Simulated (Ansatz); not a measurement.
`C=C[CH2][SnH2][F]` + H₂ → `C=C[CH2][SnH3]` + H–F at 298.15 K and 1 bar (hydrogenolysis of the Sn–F bond).

Isolated molecules relaxed with PBE0-D4/def2-TZVP in Ansatz; ΔE leaves out vibrations. CBS: MP2 limit from def2 TZ/QZ plus the TZ coupled-cluster correction, frozen cores. This one scheme is used for every species. def2 core potentials past Kr. For Sn outer-core shells are correlated without core-valence functions, which leaves a few kJ/mol of doubt a bond. Each species was taken in one conformer, which may not be the lowest.

```json
{"species": "`C=C[CH2][SnH2][F]`", "CCSD(T)/CBS energy (Eh)": "-432.18688", "H − E (kJ/mol)": "247.0", "S (J/(mol·K))": "373.1"}
{"species": "H₂", "CCSD(T)/CBS energy (Eh)": "-1.17544", "H − E (kJ/mol)": "35.1", "S (J/(mol·K))": "130.4"}
{"species": "`C=C[CH2][SnH3]`", "CCSD(T)/CBS energy (Eh)": "-332.95040", "H − E (kJ/mol)": "256.6", "S (J/(mol·K))": "347.6"}
{"species": "H–F", "CCSD(T)/CBS energy (Eh)": "-100.39570", "H − E (kJ/mol)": "33.5", "S (J/(mol·K))": "173.6"}
```

H − E and S are ideal-gas, rigid-rotor, harmonic terms from PBE0-D4/def2-TZVP, for one conformer and one mirror image of each species. The MP2-based limit puts H₂ 0.8 mEh under its directly extrapolated value; such offsets cancel only in part. 1 Eh = 2625.50 kJ/mol, R = 8.31446 J/(mol·K).

Task: By hand: ΔE, ΔH, ΔS and ΔG.

Result: ΔE = (-332.95040) + (-100.39570) − (-432.18688) − (-1.17544) = 0.01622 Eh = 42.6 kJ/mol. Δ(H − E) = 256.6 + 33.5 − 247.0 − 35.1 = 8.0, so ΔH = 50.6 kJ/mol. ΔS = 347.6 + 173.6 − 373.1 − 130.4 = 17.7 J/(mol·K). ΔG = 50.6 − 298.15 × (17.7)/1000 = 45.3 kJ/mol.

Task: By hand: the equilibrium constant, and the temperature at which ΔG would vanish if ΔH and ΔS stayed fixed.

Result: log₁₀ K = −ΔG/(RT ln 10) = -7.9. ΔG = 0 at ΔH/ΔS = 2859 K, far beyond where these terms or the molecules hold.

ΔH outweighs TΔS. A doubt of 5 kJ/mol in ΔE shifts log₁₀ K by 0.9 here. Other conformers and mirror images would add mixing entropy, several J/(mol·K) or more a flexible species. Modes under 60 cm⁻¹, often nearly free rotors, make the harmonic entropy too high. These are equilibria of isolated gas molecules and say nothing of rates. Largest T1 diagnostic: 0.013 (customary marks: 0.02 for closed shells, 0.045 for open ones).
